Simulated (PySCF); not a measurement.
## How the method changes the constants of TiO⁺

State: ²Δ (doublet), unpaired electrons δ ↑. Set-up: PySCF, no relativity, basis sets Ti def2-TZVPPD, O def2-TZVPPD. De refers to Ti⁺ (3d2 4s1) + O in their high-spin ground configurations, without counterpoise correction. The functionals are run spin-unrestricted. A positive dipole points towards O; it is taken about the centre of mass and depends on that origin. Levels whose curve was spin-contaminated or gave no clean fit are not listed.

```tsv
Level	Re (Å)	ωe (cm⁻¹)	De (eV)	μ (D)	CPU s a point (SCF and correlation, without the integrals)
ROHF	1.542	1216	n/a	-7.51	1.7
ROHF-MP2	1.587	1071	n/a	n/a	3.4
ROHF-SCS-MP2	1.585	1082	n/a	n/a	n/a
ROHF-CCSD	1.562	1162	5.88	n/a	n/a
ROHF-CCSD(T)	1.591	1060	6.72	n/a	220
LDA	1.560	1124	n/a	-5.59	2
PBE	1.578	1087	n/a	-5.73	2
PBEsol	1.568	1107	n/a	-5.66	1.8
BLYP	1.591	1064	n/a	-5.82	1.9
r²SCAN	1.570	1116	n/a	-6.01	4.1
r²SCANh	1.563	1136	n/a	-6.13	4.6
PBE0	1.556	1149	n/a	-6.11	4.3
LC-ωPBE	1.544	1187	n/a	-6.20	3.9
```

The bond length runs from 1.542 Å (ROHF) to 1.591 Å (BLYP).

Correlated steps freeze 6 core orbitals. De is left out where the level can put another filling of the metal’s s and d shells below the measured ground configuration, by anything from nothing to about 1 eV. For an ion De counts to the pair picked by the measured ionisation energies or electron affinities, which need not be the lowest pair at this level. The state is the lowest single determinant that the PBE0 search found; with open d or f shells the true ground state can be another one.

The whole job (state search and all levels along the bond) took about 22 min on 2 threads of Arm Neoverse V2 (shared host), peak memory 6.5 GiB.
